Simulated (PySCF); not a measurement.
HOS, multiplicity 2. Atoms are numbered in the order given.

```xyz
3

S     -0.0986    -0.4595     0.0000
O      0.0479     1.0363     0.0000
H      1.1948    -0.9391     0.0000
```
Charge 0, spin multiplicity 2.

Geometry: r2SCAN-D4/def2-TZVPD.

All values below come from PBE/def2-TZVPD (PySCF).

Isolated molecule, no solvent.

Task: Estimate the frontier levels, dipole moment and polarisability. (Estimate from the structure and the level; the computed values follow.)

Result: 
```
Item                                                                                                            Result
---------------------------------------------------------------------------------------------  -----------------------
α spin, highest occupied and lowest empty level                                                     -5.98 and -1.47 eV
β spin, highest occupied and lowest empty level                                                     -6.87 and -4.56 eV
dipole moment                                                                                                   2.12 D
quadrupole, principal values (traceless, Buckingham form, about the centre of nuclear charge)    -2.14, 0.10, 2.04 D·Å
mean static polarisability                                                                        26.9 bohr³ (3.99 Å³)
polarisability, principal values                                                                22.1, 25.5, 33.1 bohr³
⟨S²⟩                                                                                           0.753 (pure state 0.75)
```
